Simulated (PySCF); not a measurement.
CH3Zn (SMILES [CH3][Zn]), doublet, at a GFN2-xTB geometry (such geometries of metal compounds can be far from the true shape) (the spin is typed, not shown lowest); PySCF with BLYP/STO-3G.

Here is a job for PySCF.
```python
from pyscf import gto, scf, dft

mol = gto.M(
    atom='''
Zn   -0.38392717   -0.22517148   -0.29469127
C     1.19468286    0.70067589    0.91700364
H     1.73777100   -0.07527670    1.44514627
H     0.74205525    1.38249865    1.62850049
H     1.86989167    1.24386721    0.26506955
''',
    basis='sto-3g',
    spin=1,
    verbose=4,
)

mf = dft.UKS(mol)
mf.xc = 'blyp'
mf.kernel()
mf.analyze()
```

What the program printed (banner, timings and long lists left out):

```
PySCF version 2.14.0

[INPUT] verbose = 4
[INPUT] num. atoms = 5
[INPUT] num. electrons = 39
[INPUT] charge = 0
[INPUT] spin (= nelec alpha-beta = 2S) = 1
[INPUT] symmetry False subgroup None
[INPUT] Mole.unit = angstrom
[INPUT] Symbol           X                Y                Z      unit          X                Y                Z       unit  Magmom
[...]
nuclear repulsion = 70.4073744085794
number of shells = 14
number of NR pGTOs = 78
number of NR cGTOs = 26
basis = sto-3g
ecp = {}

******** <class 'pyscf.dft.uks.UKS'> ********
method = UKS
initial guess = minao
damping factor = 0
level_shift factor = 0
DIIS = <class 'pyscf.scf.diis.CDIIS'>
diis_start_cycle = 1
diis_space = 8
diis_damp = 0
SCF conv_tol = 1e-09
SCF conv_tol_grad = None
SCF max_cycles = 50
direct_scf = True
direct_scf_tol = 1e-13
number electrons alpha = 20  beta = 19
XC library pyscf.dft.libxc version 7.1.2
    S. Lehtola, C. Steigemann, M. J. T. Oliveira, and M. A. L. Marques,  SoftwareX 7, 1–5 (2018)
XC functionals = blyp
    A. D. Becke,  Phys. Rev. A 38, 3098 (1988)
    C. Lee, W. Yang, and R. G. Parr,  Phys. Rev. B 37, 785 (1988)
    B. Miehlich, A. Savin, H. Stoll, and H. Preuss,  Chem. Phys. Lett. 157, 200 (1989)
radial grids:
    Treutler-Ahlrichs [JCP 102, 346 (1995); DOI:10.1063/1.469408] (M4) radial grids

becke partition: Becke, JCP 88, 2547 (1988); DOI:10.1063/1.454033
pruning grids: <function nwchem_prune>
grids dens level: 3
symmetrized grids: False
atomic radii adjust function: <function treutler_atomic_radii_adjust>
small_rho_cutoff = 0
Set gradient conv threshold to 3.16228e-05
tot grids = 64184
init E= -1795.88420069954

cycle= 1 E= -1787.62746769335  delta_E= 8.26  |g|=  1.7  |ddm|= 4.54

cycle= 2 E= -1786.28153374397  delta_E= 1.35  |g|= 1.15  |ddm|= 3.91
cycle= 3 E= -1770.72353105731  delta_E= 15.6  |g|= 1.86  |ddm|= 9.27
cycle= 4 E= -1796.41221181906  delta_E= -25.7  |g|= 0.942  |ddm|= 8.47
cycle= 5 E= -1793.56440855367  delta_E= 2.85  |g|= 1.09  |ddm|= 3.79
cycle= 6 E= -1793.76888401287  delta_E= -0.204  |g|= 0.88  |ddm|= 2.88
cycle= 7 E= -1797.72560456207  delta_E= -3.96  |g|= 0.327  |ddm|= 3.13
cycle= 8 E= -1790.51427484301  delta_E= 7.21  |g|= 1.81  |ddm|= 3.83
cycle= 9 E= -1790.51833308105  delta_E= -0.00406  |g|= 1.81  |ddm|= 0.00813
cycle= 10 E= -1790.89830771594  delta_E= -0.38  |g|= 1.62  |ddm|= 0.452
cycle= 11 E= -1793.96451256043  delta_E= -3.07  |g|= 0.735  |ddm|= 2.39
cycle= 12 E= -1797.3542296058  delta_E= -3.39  |g|= 0.404  |ddm|=  2.2
[...]
SCF not converged.
SCF energy = -1797.79157194006 after 50 cycles  <S^2> = 0.75844765  2S+1 = 2.0084299
**** SCF Summaries ****
Total Energy =                       -1797.791571940063477
Nuclear Repulsion Energy =              70.407374408579358
One-electron Energy =                -2658.040285211040100
Two-electron Energy =                  789.841338862397379
Two-electron Coulomb Energy =          867.971420403209436
DFT Exchange-Correlation Energy =      -78.130081540812057
**** MO energy ****
                             alpha | beta                alpha | beta
[...]
To work with the spin densities directly, `use mulliken_meta_spin()` only printing them here.

 ** Mulliken spin pop alpha/beta on meta-lowdin orthogonal AOs **
 ** Mulliken Spin Density (per AO)  **
spin_pop of  0 Zn 1s       -0.00000
spin_pop of  0 Zn 2s       -0.00000
spin_pop of  0 Zn 3s       -0.00000
spin_pop of  0 Zn 4s       -0.00023
spin_pop of  0 Zn 2px      -0.00000
spin_pop of  0 Zn 2py      -0.00000
spin_pop of  0 Zn 2pz      -0.00000
spin_pop of  0 Zn 3px       0.00010
spin_pop of  0 Zn 3py       0.00009
spin_pop of  0 Zn 3pz       0.00004
spin_pop of  0 Zn 4px       0.00575
spin_pop of  0 Zn 4py       0.00575
spin_pop of  0 Zn 4pz      -0.00472
spin_pop of  0 Zn 3dxy      0.11185
spin_pop of  0 Zn 3dyz      0.01143
spin_pop of  0 Zn 3dz^2     0.16031
spin_pop of  0 Zn 3dxz      0.34246
spin_pop of  0 Zn 3dx2-y2    0.37347
spin_pop of  1 C 1s        0.00000
spin_pop of  1 C 2s       -0.00131
spin_pop of  1 C 2px      -0.00297
spin_pop of  1 C 2py      -0.00126
spin_pop of  1 C 2pz      -0.00215
spin_pop of  2 H 1s        0.00027
spin_pop of  3 H 1s        0.00058
spin_pop of  4 H 1s        0.00053
 ** Mulliken Spin Density (per atom)  **
spin density of  0 Zn =      1.00630
spin density of  1 C =     -0.00768
spin density of  2 H =      0.00027
spin density of  3 H =      0.00058
spin density of  4 H =      0.00053
 ** Mulliken pop alpha/beta on meta-lowdin orthogonal AOs **
 ** Mulliken pop       alpha | beta **
[...]
In total            20.00000 | 19.00000
 ** Mulliken atomic charges   ( Nelec_alpha | Nelec_beta ) **
charge of  0Zn =      0.54901  (    15.22864     14.22234 )
charge of  1C =     -0.65108  (     3.32170      3.32938 )
charge of  2H =      0.03553  (     0.48237      0.48210 )
charge of  3H =      0.03451  (     0.48304      0.48245 )
charge of  4H =      0.03203  (     0.48425      0.48372 )
Dipole moment(X, Y, Z, Debye): -0.05616, -0.17183,  0.12408
```

Convergence was not reached.
